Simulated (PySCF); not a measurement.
C₈H₉B.
Z-matrix (Å and degrees, PBE0-D3(BJ)/def2-SVP geometry), rows numbered from 1:
```
B 
C   1  1.5252
C   2  1.3672  1  123.99
C   3  1.4525  2  112.52  1  -174.52
C   4  1.6039  3  120.04  2    53.70
C   5  1.4681  4  120.57  3     1.15
C   6  1.3464  5  110.24  4   -56.33
C   7  1.5152  6  110.41  5     6.14
C   5  1.4866  4   58.01  3   -92.05
H   1  1.2110  2  119.34  3   -13.19
H   1  1.2117  2  121.51  3   167.60
H   3  1.0930  2  123.81  1     2.71
H   4  1.0925  3  121.00  2  -155.50
H   5  1.0926  4  112.03  9  -114.67
H   6  1.0912  5  123.87  4   120.32
H   7  1.0922  6  126.00  5   175.55
H   8  1.0982  2  114.97  1   -47.30
H   9  1.0928  4  122.69  5   115.19
```

Computed, not measured: PBE0-D3(BJ)/def2-SVP geometry optimisation, gas phase in PySCF 2.14.0.

Masses are those of the commonest isotopes; rigid-rotor values at the optimised geometry. The values belong to one conformer with, in the numbering `[BH2:1][C:2]1=[CH:3][C@@H:4]2[C@@H:5]3[CH:6]=[CH:7][C@H:8]1[C@H:9]23`, H–B1–C2–C3 -13° and 168°, C2–C3–C4–C5 54°, C3–C4–C5–C6 1°, C4–C5–C6–C7 -56°, C6–C7–C8–C9 -16°.

**Question.** What are A, B and C (GHz)?

**Answer.** Ia = 164.11, Ib = 264.21, Ic = 332.93 u·Å²; 505379 MHz·u·Å²/I gives 3080, 1913 and 1518 MHz, that is A = 3.0796, B = 1.9128, C = 1.5180 GHz.

**Question.** What kind of rotor is it?

**Answer.** An asymmetric top. Ray's parameter κ = (2B − A − C)/(A − C) = -0.494; −1 is the prolate and +1 the oblate limit.

**Question.** What does the inertial defect say?

**Answer.** Not planar: Δ = Ic − Ia − Ib = -95.38 u·Å². For a rigid frame Δ = −2 Σ m c², so Σ m c² = 47.69 u·Å² lies off the ab plane: 12.93 from hydrogen and 34.77 from heavier atoms. The atom farthest from that plane is 1.91 Å away.

**Question.** Give the other two planar moments, Paa and Pbb, and the rms extents of the mass along the axes.

**Answer.** Paa = Σ m a² = (Ib + Ic − Ia)/2 = 216.52 and Pbb = Σ m b² = (Ia + Ic − Ib)/2 = 116.41 u·Å². With the mass M = 116.08 u, the rms extents √(P/M) along a, b and c are 1.37, 1.00, 0.64 Å.

**Question.** Give the coordinates in the principal-axis frame, origin at the centre of mass.

**Answer.** The sense of each axis is arbitrary; atoms in the order of the calculation.
```
atom  mass (u)   a (Å)   b (Å)   c (Å)
  B1    11.009   2.713  -0.258   0.191
  C2    12.000   1.291   0.211  -0.102
  C3    12.000   0.682   1.254   0.538
  C4    12.000  -0.711   1.405   0.156
  C5    12.000  -1.714   0.158   0.269
  C6    12.000  -1.243  -1.135   0.781
  C7    12.000  -0.197  -1.571   0.054
  C8    12.000   0.231  -0.513  -0.944
  C9    12.000  -0.968   0.458  -0.982
 H10     1.008   3.444   0.445   0.853
 H11     1.008   3.133  -1.311  -0.234
 H12     1.008   1.174   1.876   1.291
 H13     1.008  -1.217   2.368   0.245
 H14     1.008  -2.749   0.477   0.412
 H15     1.008  -1.657  -1.627   1.662
 H16     1.008   0.393  -2.468   0.252
 H17     1.008   0.584  -0.887  -1.914
 H18     1.008  -1.448   0.770  -1.912
```

**Question.** Where do the levels up to J = 4 lie, in MHz?

**Answer.** Above 0(0,0):
J = 1: 1(0,1) 3431, 1(1,1) 4598, 1(1,0) 4992
J = 2: 2(0,2) 10208, 2(1,2) 11064, 2(1,1) 12249, 2(2,1) 15749, 2(2,0) 15834
J = 3: 3(0,3) 20185, 3(1,3) 20716, 3(1,2) 23073, 3(2,2) 26041, 3(2,1) 26441, 3(3,1) 32911, 3(3,0) 32922
J = 4: 4(0,4) 33226, 4(1,4) 33510, 4(1,3) 37379, 4(2,3) 39698, 4(2,2) 40778, 4(3,2) 46773, 4(3,1) 46852, 4(4,1) 56202, 4(4,0) 56203
Those of J = 1 are B + C, A + C and A + B.

**Question.** Which types of transition are allowed, and where do some lines up to J = 5 fall?

**Answer.** The dipole components are |μa| = 2.08 D, |μb| = 0.78 D, |μc| = 0.05 D. The squared components, which scale the intensities, stand as 1.00 : 0.14 : 0.00 (a : b : c). Some lines, for components of 0.1 D or more:

```
type  branch         J(Ka,Kc)    MHz  lower level (cm⁻¹)
   a       Q  3(2,1) ← 3(2,2)    399               0.869
   b       Q  3(1,2) ← 3(0,3)   2888               0.673
   a       R  1(0,1) ← 0(0,0)   3431               0.000
   b       Q  5(2,3) ← 5(1,4)   3814               1.836
   a       Q  4(1,3) ← 4(1,4)   3869               1.118
   b       R  2(0,2) ← 1(1,1)   5610               0.153
   a       Q  5(1,4) ← 5(1,5)   5624               1.648
   b       R  4(2,2) ← 3(3,1)   7867               1.098
   a       R  3(0,3) ← 2(0,2)   9977               0.340
   a       R  3(1,2) ← 2(1,1)  10825               0.409
   b       Q  5(5,1) ← 5(4,2)  12106               2.453
   b       R  3(2,2) ← 2(1,1)  13793               0.409
   a       R  4(1,3) ← 3(1,2)  14306               0.770
   a       R  4(2,2) ← 3(2,1)  14337               0.882
   b       R  5(1,4) ← 4(2,3)  15332               1.324
   a       R  5(0,5) ← 4(0,4)  16044               1.108
   b       R  3(3,1) ← 2(2,0)  17077               0.528
   a       R  5(4,2) ← 4(4,1)  17341               1.875
   a       R  5(3,2) ← 4(3,1)  17563               1.563
   a       R  5(2,3) ← 4(2,2)  18066               1.360
   b       R  5(2,4) ← 4(1,3)  19286               1.247
   b       R  5(3,2) ← 4(2,3)  24717               1.324
   b       R  5(2,3) ← 4(1,4)  25334               1.118
   b       R  5(5,0) ← 4(4,1)  29446               1.875
```

**Question.** Estimate the classical rotational partition function at 50 K, 100 K and 200 K.

**Answer.** Point group C1, symmetry number σ = 1; q = (√π/σ)·√((kT/h)³/(ABC)), k/h = 20836.6 MHz/K: 19900 at 50 K, 56400 at 100 K, 159000 at 200 K.

PBE0-D3(BJ)/def2-SVP frequencies: not computed here. These are rigid-rotor constants of the computed structure; measured ground-state constants (B0) also hold zero-point vibration. Quadrupole hyperfine structure (11B) is left out.
